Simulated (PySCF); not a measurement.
In(Cl)2(SiH3) (Cl₂H₃InSi), SMILES [SiH3][In]([Cl])[Cl].

Geometry: B3LYP-D3(BJ)/def2-SVP. The structure was generated by enumeration; whether it is a known compound was not checked. The def2 effective core potentials stand for the cores of In; spin–orbit coupling is left out.

Two levels are set side by side: PBE/def2-TZVP (PySCF) and M06-2X/def2-TZVP (PySCF). Same geometry, gas phase. Differences are taken from unrounded values.

```tsv
quantity	M06-2X
orbital gap (eV)	7.61
highest occupied level (eV)	-9.34
lowest empty level (eV)	-1.73
dipole moment (D)	4.31
mean polarisability (bohr³)	92.5
```

### Question
What does PBE give, and how far is it from M06-2X? (The exact figures need the calculation; the answer reports its results.)

### Answer

```csv
quantity,PBE,PBE minus M06-2X
orbital gap (eV),4.24,-3.37
highest occupied level (eV),-7.14,2.20
lowest empty level (eV),-2.90,-1.18
dipole moment (D),3.99,-0.32
mean polarisability (bohr³),98.2,5.7
```

Without exact exchange PBE keeps part of each electron's self-repulsion, which lifts occupied levels and narrows the gap. Loosely held outer electrons make PBE densities more polarisable. Differences between two approximate levels are no errors against the true value.

Rough cost on one machine, each run with all the roots and properties that it gave: M06-2X against PBE about 3 times.
